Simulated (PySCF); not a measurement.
AlCl, SMILES [Al][Cl] (connectivity only; charge and spin as stated), charge +1, multiplicity 2. Atoms are numbered in the order given.

```xyz
2

Al     0.0000     0.0000    -1.1540
Cl     0.0000     0.0000     0.8825
```
Charge +1, spin multiplicity 2.

Coordinates come from a B3LYP-D3(BJ)/def2-TZVPD optimisation. The spin state was assumed, not searched.

Level of theory: PySCF with PBE0/pcH-1.

Unrestricted Kohn–Sham, ⟨S²⟩ = 0.753. Hyperfine tensors hold the contact and dipolar terms, without spin-orbit corrections.

Computed hyperfine couplings:
| nucleus | A(iso) (MHz) | A(iso) (G) | dipolar principal values (MHz) |
|---|---|---|---|
| 27Al no. 1 | 2182.1 | 778.6 | -37.6, -37.6, 75.1 |
| 35Cl no. 2 | 3.3 | 1.2 | -37.7, -37.7, 75.3 |
